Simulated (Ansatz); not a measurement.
I6Y2, SMILES [I]1[Y]2([I])([I])[Y]1([I]2)([I])[I] (connectivity only; charge and spin as stated), neutral, multiplicity 1. Atoms are numbered in the order given.

```xyz
8

Y      0.1693     0.0105     2.0911
Y     -0.1693    -0.0105    -2.0911
I     -2.1501    -0.0114     0.1741
I      2.1501     0.0114    -0.1741
I      0.2741     2.4050     3.5409
I      0.3013    -2.3688     3.5635
I     -0.3013     2.3688    -3.5635
I     -0.2741    -2.4050    -3.5409
```
Charge 0, spin multiplicity 1.

Geometry optimised at B3LYP-D3(BJ)/def2-SVP. The spin state was assumed, not searched. The def2 effective core potentials stand for the cores of I, Y; spin–orbit coupling is left out.

Two levels are set side by side: PBE-D3(BJ)/def2-SVP (Ansatz, a program for electronic structure) and B3LYP-D3(BJ)/def2-SVP (Ansatz). Each level has its own optimised geometry; the coordinates shown are those of the second. Differences are taken from unrounded values.

```json
[
 {"quantity": "mean bond length (Å)", "B3LYP-D3(BJ)": "3.049", "PBE-D3(BJ)": "3.039", "PBE-D3(BJ) minus B3LYP-D3(BJ)": "-0.009"},
 {"quantity": "bond Y1–Y2 (Å)", "B3LYP-D3(BJ)": "4.196", "PBE-D3(BJ)": "4.163", "PBE-D3(BJ) minus B3LYP-D3(BJ)": "-0.033"},
 {"quantity": "bond Y1–I3 (Å)", "B3LYP-D3(BJ)": "3.009", "PBE-D3(BJ)": "3.002", "PBE-D3(BJ) minus B3LYP-D3(BJ)": "-0.007"},
 {"quantity": "bond Y1–I4 (Å)", "B3LYP-D3(BJ)": "3.009", "PBE-D3(BJ)": "3.002", "PBE-D3(BJ) minus B3LYP-D3(BJ)": "-0.007"},
 {"quantity": "bond Y1–I5 (Å)", "B3LYP-D3(BJ)": "2.801", "PBE-D3(BJ)": "2.795", "PBE-D3(BJ) minus B3LYP-D3(BJ)": "-0.006"},
 {"quantity": "bond Y1–I6 (Å)", "B3LYP-D3(BJ)": "2.801", "PBE-D3(BJ)": "2.795", "PBE-D3(BJ) minus B3LYP-D3(BJ)": "-0.006"},
 {"quantity": "bond Y2–I3 (Å)", "B3LYP-D3(BJ)": "3.009", "PBE-D3(BJ)": "3.002", "PBE-D3(BJ) minus B3LYP-D3(BJ)": "-0.007"},
 {"quantity": "bond Y2–I4 (Å)", "B3LYP-D3(BJ)": "3.009", "PBE-D3(BJ)": "3.002", "PBE-D3(BJ) minus B3LYP-D3(BJ)": "-0.007"},
 {"quantity": "bond Y2–I7 (Å)", "B3LYP-D3(BJ)": "2.801", "PBE-D3(BJ)": "2.795", "PBE-D3(BJ) minus B3LYP-D3(BJ)": "-0.006"},
 {"quantity": "bond Y2–I8 (Å)", "B3LYP-D3(BJ)": "2.801", "PBE-D3(BJ)": "2.795", "PBE-D3(BJ) minus B3LYP-D3(BJ)": "-0.006"}
]
```

Here PBE gives about what the other level gives.
